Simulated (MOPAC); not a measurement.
MOPAC input (PM3):

```
PM3 1SCF CHARGE=-1 GEO-OK AUX(PRECISION=9) THREADS=1
H3B2O

O    -0.07521400 1   -0.05299000 1   -0.00809000 1
B    -1.19026900 1   -0.82928500 1   -0.07769100 1
H    -1.64039300 1   -0.92466300 1    1.07404900 1
B     1.02759800 1    0.68983500 1   -0.07425800 1
H     0.94227000 1    1.87802400 1   -0.28278900 1
H     2.11318500 1    0.16781000 1    0.03320300 1
```

From the output:

```
                                                       MOPAC v23.2.5 Linux

          FINAL HEAT OF FORMATION =        -59.40461 KCAL/MOL =    -248.54890 KJ/MOL

          COSMO AREA              =         90.77 SQUARE ANGSTROMS
          COSMO VOLUME            =         71.10 CUBIC ANGSTROMS

          IONIZATION POTENTIAL    =          2.469778 EV
          HOMO LUMO ENERGIES (EV) =         -2.470  6.764
          NO. OF FILLED LEVELS    =          8
          MOLECULAR WEIGHT        =         40.6431         POINT GROUP:  Cs

          MOLECULAR DIMENSIONS (Angstroms)

            Atom       Atom       Distance
            H     5    H     3     4.04552
            H     6    B     2     2.07071
            H     3    H     6     0.95398

          SCF CALCULATIONS        =          1

   ATOM   CHEMICAL          X               Y               Z
  NUMBER   SYMBOL      (ANGSTROMS)     (ANGSTROMS)     (ANGSTROMS)

     1       O         -0.07521400  *  -0.05299000  *  -0.00809000  *
     2       B         -1.19026900  *  -0.82928500  *  -0.07769100  *
     3       H         -1.64039300  *  -0.92466300  *   1.07404900  *
     4       B          1.02759800  *   0.68983500  *  -0.07425800  *
     5       H          0.94227000  *   1.87802400  *  -0.28278900  *
     6       H          2.11318500  *   0.16781000  *   0.03320300  *

                             CARTESIAN COORDINATES

   1    O       -0.075214000    -0.052990000    -0.008090000
   2    B       -1.190269000    -0.829285000    -0.077691000
   3    H       -1.640393000    -0.924663000     1.074049000
   4    B        1.027598000     0.689835000    -0.074258000
   5    H        0.942270000     1.878024000    -0.282789000
   6    H        2.113185000     0.167810000     0.033203000

           Empirical Formula: H3 O B2  =     6 atoms

      MOLECULAR POINT GROUP   :   Cs

                  EIGENVALUES
 -33.29606 -17.45282 -12.71462 -10.89745  -9.71546  -7.96802  -5.42965  -2.46978
   6.76355   9.35039   9.39045  10.37149  10.40970  12.63960  13.79680

              NET ATOMIC CHARGES AND DIPOLE CONTRIBUTIONS

  ATOM NO.   TYPE          CHARGE      No. of ELECS.   s-Pop       p-Pop
    1          O          -0.087647        6.0876     1.61331     4.47433
    2          B          -0.175154        3.1752     1.60956     1.56560
    3          H          -0.355202        1.3552     1.35520
    4          B          -0.275763        3.2758     1.00037     2.27539
    5          H          -0.053118        1.0531     1.05312
    6          H          -0.053117        1.0531     1.05312
 DIPOLE           X         Y         Z       TOTAL
 POINT-CHG.     1.510     0.717    -1.713     2.393
 HYBRID         0.733     0.946     2.402     2.684
 SUM            2.243     1.663     0.690     2.876

          ATOMIC ORBITAL ELECTRON POPULATIONS

     Atom    s        px        py        pz
    1  O   1.61331   1.44494   1.60451   1.42488
    2  B   1.60956   0.40529   0.31718   0.84313
    3  H   1.35520
    4  B   1.00037   0.79222   0.83288   0.65030
    5  H   1.05312
    6  H   1.05312

 **********************
 *                    *
 * JOB ENDED NORMALLY *
 *                    *
 **********************

 == MOPAC DONE ==
```

The dipole moment of an ion depends on the origin.

The geometry given is a B3LYP-D3(BJ)/def2-TZVP minimum.
